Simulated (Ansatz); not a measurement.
Coupled-cluster diagnostics for the cluster B₄N₃, Ansatz.

Geometry of the doublet (PBE-D4/def2-SVP):

```xyz
7

B    -0.352   -0.881    0.909
B    -1.053   -2.645    2.740
B     1.057    2.649   -2.735
B     0.350    0.879   -0.911
N     0.706    1.769   -1.829
N    -0.002   -0.002   -0.002
N    -0.706   -1.769    1.829
```

Correlated methods freeze 7 core orbitals. Another isomer (doublet) lies 1.25 eV lower at PBE0-D4/def2-TZVP; other spin states weren't run for this one.

Estimate the CCSD(T) correlation energy, the shares of MP2 and (T), T1 and the reference's ⟨S²⟩ for: charge 0, doublet, own geometry in def2-SVP; and the rough time on 4 threads of AMD EPYC 9R45 on a shared host.


| state | basis | correlation (eV) | MP2 share (%) | (T) share (%) | T1 | ⟨S²⟩ (pure) | wall time |
| --- | --- | --- | --- | --- | --- | --- | --- |
| charge 0, doublet, own geometry | def2-SVP | -20.921 | 91.8 | 4.6 | 0.024 | 0.79 (0.75) | 6.5 s |
Customary marks for T1 are 0.02 (closed shells), 0.045 (open shells) and about 0.05 (3d metals). T1 exceeds 0.02 in 1 of 1 rows and 0.045 in 0; the higher it lies, the less the single-reference result can be trusted.
